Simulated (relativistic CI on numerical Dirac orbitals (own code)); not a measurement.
**Pd⁵⁺: 3d photoemission**

Computed with this model: Dirac-Coulomb-Breit CI, separate exchange-only KLI orbitals for each configuration, QED by a radiative potential, valence Slater integrals scaled by 0.9, multiplet model of photoemission in the sudden approximation; configurations [Kr] 4d5 → [Ar] 3d9 4s2 4p6 4d5; 300 K; Lorentzian 0.3 eV and Gaussian 0.5 eV FWHM. Energies are those of the free ion, without screening or charge transfer. The energies are binding energies and can lie tens of eV above those of solids. S is read from ⟨S²⟩ = S(S + 1).

free ion: ground-state S = 2.49, centroid 428.21 eV. Peaks (eV, height): 424.9 (100), 430.1 (85), 432.3 (14), 440.4 (15).

Strongest unbroadened transitions for free ion:

```csv
Energy (eV),Relative strength
424.64,100.0
425.10,80.0
425.51,60.0
425.87,40.7
426.13,22.9
426.28,7.3
429.91,13.9
429.96,17.7
429.97,22.2
430.07,7.5
430.14,9.0
430.23,6.3
430.25,39.3
430.40,13.6
430.65,5.8
432.32,6.7
440.31,7.1
440.47,10.1
```
